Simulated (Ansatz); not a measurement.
Cost and result for the atomization energy of C3H10Si2 (`C=C([SiH3])[SiH2]C`) (15 atoms, 14 bonds).

```xyz
15

C     0.166   -1.417    1.553
C    -0.228   -0.442    0.726
Si   -0.844    1.164    1.446
Si   -0.147   -0.711   -1.121
C     0.974    0.540   -1.944
H     0.143   -1.310    2.636
H     0.531   -2.375    1.186
H    -2.235    1.442    0.996
H    -0.809    1.092    2.932
H     0.003    2.303    0.994
H     0.347   -2.097   -1.362
H    -1.517   -0.590   -1.696
H     1.988    0.476   -1.542
H     1.021    0.367   -3.022
H     0.609    1.558   -1.782
```

The species carries charge 0 and has multiplicity 1. Geometry: relaxed with PBE0-D4/def2-TZVP. It is one conformer, not always the lowest. Program: Ansatz. All runs use 4 threads of an Arm Neoverse V2 on a shared host. Times are those of one run each, without the atoms' runs, and a repeat can differ threefold. Electronic energies, without spin–orbit coupling; frozen cores. CCSD(T)/CBS adds CCSD(T) − MP2 in def2-TZVPP to the MP2 limit, and its time is that of the two runs behind it. T1 = 0.011. B3LYP takes the VWN-RPA correlation (the form of Gaussian; ORCA's B3LYP/G).

CCSD(T)/CBS is a level of theory with its own doubt, some kJ/mol a heavy atom from the limit and from the frozen cores, so smaller differences don't rank the functionals.

```json
{"level": "LDA (SPW92)/def2-TZVPP", "functions": "317", "wall time": "1.8 s"}
{"level": "BLYP-D4/def2-TZVPP", "functions": "317", "wall time": "2.9 s"}
{"level": "CAM-B3LYP-D4/def2-TZVPP", "functions": "317", "wall time": "5 s"}
{"level": "r2SCANh-D4/def2-TZVPP", "functions": "317", "wall time": "7 s"}
{"level": "B3LYP-D4/def2-TZVPP (with forces)", "functions": "317", "wall time": "7.5 s"}
{"level": "B2PLYP/def2-TZVPP", "functions": "317", "wall time": "8.5 s"}
{"level": "CCSD(T)/def2-SVP", "functions": "128", "wall time": "8.5 s"}
{"level": "ωB97X-V/def2-TZVPP", "functions": "317", "wall time": "11 s"}
{"level": "B97M-V/def2-TZVPP", "functions": "317", "wall time": "12 s"}
{"level": "ωB97M-V/def2-TZVPP (with forces)", "functions": "317", "wall time": "16 s"}
{"level": "MP2/def2-QZVPP", "functions": "611", "wall time": "42 s"}
{"level": "CCSD(T)/def2-TZVPP", "functions": "317", "wall time": "17 min"}
{"level": "CCSD(T)/CBS(def2)", "functions": "–", "wall time": "18 min"}
```

(1) What atomization energy does each give, and how far from CCSD(T)/CBS? (An estimate is asked.)

## Answers

(1) Computed: 
| level | atomization (kcal/mol) | difference from CCSD(T)/CBS | per bond |
| --- | --- | --- | --- |
| LDA (SPW92)/def2-TZVPP | 1437.5 | 147.2 | 10.5 |
| BLYP-D4/def2-TZVPP | 1280.9 | -9.4 | -0.7 |
| CAM-B3LYP-D4/def2-TZVPP | 1294.6 | 4.3 | 0.3 |
| r2SCANh-D4/def2-TZVPP | 1286.7 | -3.6 | -0.3 |
| B3LYP-D4/def2-TZVPP (with forces) | 1291.4 | 1.1 | 0.1 |
| B2PLYP/def2-TZVPP | 1275.5 | -14.8 | -1.1 |
| CCSD(T)/def2-SVP | 1225.4 | -64.9 | -4.6 |
| ωB97X-V/def2-TZVPP | 1294.4 | 4.1 | 0.3 |
| B97M-V/def2-TZVPP | 1294.1 | 3.8 | 0.3 |
| ωB97M-V/def2-TZVPP (with forces) | 1292.6 | 2.3 | 0.2 |
| MP2/def2-QZVPP | 1282.6 | -7.7 | -0.6 |
| CCSD(T)/def2-TZVPP | 1261.2 | -29.1 | -2.1 |
| CCSD(T)/CBS(def2) | 1290.3 | 0.0 | 0.0 |

Leaving LDA and LC-ωPBE aside and taking each functional with its dispersion term where it has one, the values, not all of them listed here, spread over 26.2 kcal/mol, from BHLYP-D4 to PBE-D4. LDA lies +149.0 kcal/mol from PBE without D4, its usual overbinding. At CCSD(T), def2-SVP lies −64.9 kcal/mol from the extrapolated value and def2-TZVPP −29.1 kcal/mol: correlation converges slowly with the basis, and small sets miss more of it in the bonded molecule than in its fragments. From r2SCAN to r2SCAN0 (25 % exact exchange), in def2-TZVPP and without D4, the atomization energy moves by −10.2 kcal/mol: exact exchange takes away binding that semilocal exchange gives to molecules.
